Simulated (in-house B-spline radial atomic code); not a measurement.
# TDHF excitations of N3+

Method: TDHF. Computed with a B-spline radial code for spherical atoms: linear response of the closed shell [He] 2s2 with bare exchange (time-dependent Hartree-Fock); scalar-relativistic (spin-free one-electron X2C), finite nucleus, no spin-orbit coupling, no double excitations, S, P, D and F terms only.

Command:
```bash
python run_td.py task.json out
```
Settings (radii: box in bohr, nucleus in fm):
```
Z                        7
electrons                4
configuration            [He] 2s2
hamiltonian              x2c
method                   hf
box_radius               23.08
rms_radius               2.5582
intervals                74
```

Run time, properties included: 0.2 s on 1 thread of Intel(R) Xeon(R) 6975P-C (Granite Rapids) (shared host).

The lowest states, in the order of their Tamm-Dancoff energies; the method's threshold (minus the highest occupied level) is 75.33 eV. Labels give the largest channel, * marks a mixed state, and oscillator strengths are full-response dipole values. Energies in eV:

| state | full response | Tamm-Dancoff | oscillator strength |
| --- | --- | --- | --- |
| 2s → 2p 3P | 4.106 | 6.237 | - |
| 2s → 2p 1P | 14.702 | 15.420 | 0.598 |
| 2s → 3s 3S | 44.86 | 44.89 | - |
| 2s → 3s 1S | 46.75 | 46.77 | - |
| 2s → 3p 3P | 48.39 | 48.40 | - |
| 2s → 3p 1P | 49.04 | 49.05 | 0.319 |
| 2s → 3d 3D | 50.18 | 50.19 | - |
| 2s → 3d 1D | 51.26 | 51.27 | - |
| 2s → 4s 3S | 59.33 | 59.34 | - |
| 2s → 4s 1S | 59.90 | 59.91 | - |
| 2s → 4p 3P | 60.64 | 60.64 | - |
| 2s → 4p 1P | ? | ? | ? |
| 2s → 4d 3D | 61.32 | 61.33 | - |
| 2s → 4f 3F | ? | ? | - |
| 2s → 4d 1D | 61.73 | 61.73 | - |
| 2s → 4f 1F | 61.74 | 61.74 | - |

(1) Where does 2s → 4p 1P lie?

(2) Where does 2s → 4f 3F lie?

(3) How large is the singlet-triplet splitting of 2s → 2p (P terms) in Tamm-Dancoff?

(4) What polarisabilities and dispersion coefficient does the method give?

## Answers

(1) At 60.86 eV in full response, 60.86 eV in Tamm-Dancoff, oscillator strength 0.104.

(2) At 61.69 eV in full response, 61.69 eV in Tamm-Dancoff.

(3) 9.18 eV, from the unrounded values.

(4) Dipole 2.23 bohr³, quadrupole 1.428 bohr⁵, C6 2.247 hartree·bohr⁶ for two such species.
